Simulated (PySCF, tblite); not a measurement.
Isomers of [C6H3ClN3]- (charge -1), one GFN2-xTB conformer each. Single-point energies are computed at PBE0/pcSseg-1 (PySCF, gas phase, no added dispersion term), electronic only.

Task: Rank them by PBE0/pcSseg-1 energy, lowest first (kJ/mol).
A. `Clc1ccc2[n-]nnc2c1`
B. `ClC1=C2N=N[N-]C2=CC=C1`

Result: A (0.0), B (3.9).

Neighbours under 21 kJ/mol apart (Clc1ccc2[n-]nnc2c1 and Clc1cccc2[n-]nnc12) can change places with a better method, another conformer or zero-point energy. GFN2-xTB itself gives, in the same order: 0.0, 2.7. Both levels put the same isomer lowest.

Task: What happens when harmonic zero-point energies from GFN2-xTB frequencies are added?

Result: 
| SMILES | ZPE (kJ/mol) | electronic (kJ/mol) | with ZPE (kJ/mol) |
| --- | --- | --- | --- |
| Clc1ccc2[n-]nnc2c1 | 211.8 | 0.0 | 0.0 |
| Clc1cccc2[n-]nnc12 | 212.1 | 3.9 | 4.3 |

The zero-point energies span 0.3 kJ/mol. The order is unchanged.

Task: As an exercise, what shares would exp(−E/RT) give at 500 K from these electronic energies alone (no entropy, no degeneracies)?

Result: RT = 4.157 kJ/mol: Clc1ccc2[n-]nnc2c1 72.1 %, Clc1cccc2[n-]nnc12 27.9 %.
